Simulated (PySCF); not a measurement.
Br (SMILES [Br-]), charge -1, singlet; WB97M-V/6-31G* run with PySCF.

Here is a job for PySCF.
```python
from pyscf import gto, scf, dft

mol = gto.M(
    atom='''
Br    0.00000000    0.00000000    0.00000000
''',
    basis='6-31g*',
    charge=-1,
    verbose=4,
)

mf = dft.RKS(mol)
mf.xc = 'wb97m_v'
mf.grids.atom_grid = (99, 590)
mf.grids.prune = None
mf.kernel()
```

Q: Write the output that PySCF gives for this input, abridged.

A: 
```
PySCF version 2.14.0

[INPUT] verbose = 4
[INPUT] num. atoms = 1
[INPUT] num. electrons = 36
[INPUT] charge = -1
[INPUT] spin (= nelec alpha-beta = 2S) = 0
[INPUT] symmetry False subgroup None
[INPUT] Mole.unit = angstrom
[INPUT] Symbol           X                Y                Z      unit          X                Y                Z       unit  Magmom
[INPUT]  1 Br     0.000000000000   0.000000000000   0.000000000000 AA    0.000000000000   0.000000000000   0.000000000000 Bohr   0.0

nuclear repulsion = 0
number of shells = 12
number of NR pGTOs = 95
number of NR cGTOs = 32
basis = 6-31g*
ecp = {}

******** <class 'pyscf.dft.rks.RKS'> ********
method = RKS
initial guess = minao
damping factor = 0
level_shift factor = 0
DIIS = <class 'pyscf.scf.diis.CDIIS'>
diis_start_cycle = 1
diis_space = 8
diis_damp = 0
SCF conv_tol = 1e-09
SCF conv_tol_grad = None
SCF max_cycles = 50
direct_scf = True
direct_scf_tol = 1e-13
XC library pyscf.dft.libxc version 7.1.2
    S. Lehtola, C. Steigemann, M. J. T. Oliveira, and M. A. L. Marques,  SoftwareX 7, 1–5 (2018)
XC functionals = wb97m_v
    N. Mardirossian and M. Head-Gordon,  J. Chem. Phys. 144, 214110 (2016)
radial grids:
    Treutler-Ahlrichs [JCP 102, 346 (1995); DOI:10.1063/1.469408] (M4) radial grids

becke partition: Becke, JCP 88, 2547 (1988); DOI:10.1063/1.454033
pruning grids: None
grids dens level: 3
symmetrized grids: False
atomic radii adjust function: <function treutler_atomic_radii_adjust>
User specified grid scheme (99, 590)
** Following is NLC and NLC Grids **
NLC functional = wb97m_v
radial grids:
    Treutler-Ahlrichs [JCP 102, 346 (1995); DOI:10.1063/1.469408] (M4) radial grids

becke partition: Becke, JCP 88, 2547 (1988); DOI:10.1063/1.454033
pruning grids: <function nwchem_prune>
grids dens level: 3
symmetrized grids: False
atomic radii adjust function: <function treutler_atomic_radii_adjust>
small_rho_cutoff = 0
Set gradient conv threshold to 3.16228e-05
Initial guess from minao.
tot grids = 58416
tot grids = 20424
init E= -2572.47798687699
  HOMO = -0.384763028273984  LUMO = 0.292834430163857  gap/eV = 18.43837
cycle= 1 E= -2573.73777814255  delta_E= -1.26  |g|= 0.29  |ddm|= 0.52
  HOMO = -0.0209987514972272  LUMO = 0.621874618164517  gap/eV = 17.49348
cycle= 2 E= -2573.76740053671  delta_E= -0.0296  |g|= 0.211  |ddm|= 0.963
  HOMO = -0.0820096055481983  LUMO = 0.577917040705722  gap/eV = 17.95752
cycle= 3 E= -2573.77519511593  delta_E= -0.00779  |g|= 0.0349  |ddm|= 0.249
  HOMO = -0.092396978802534  LUMO = 0.570992017436464  gap/eV = 18.05173
cycle= 4 E= -2573.77529888151  delta_E= -0.000104  |g|= 0.00119  |ddm|= 0.025
  HOMO = -0.0932673257117993  LUMO = 0.570470513899947  gap/eV = 18.06123
cycle= 5 E= -2573.77529922097  delta_E= -3.39e-07  |g|= 9.55e-05  |ddm|= 0.00225
  HOMO = -0.0932413962898301  LUMO = 0.570455466928471  gap/eV = 18.06011
cycle= 6 E= -2573.7752992251  delta_E= -4.12e-09  |g|= 1.49e-05  |ddm|= 0.000334
  HOMO = -0.0932487176500331  LUMO = 0.570453554436976  gap/eV = 18.06026
cycle= 7 E= -2573.77529922513  delta_E= -3.46e-11  |g|= 4.19e-07  |ddm|= 2.17e-05
  HOMO = -0.0932485374550809  LUMO = 0.570453538121605  gap/eV = 18.06025
Extra cycle  E= -2573.77529922513  delta_E= -1.82e-12  |g|= 1.64e-07  |ddm|= 6.02e-07
converged SCF energy = -2573.77529922513
```
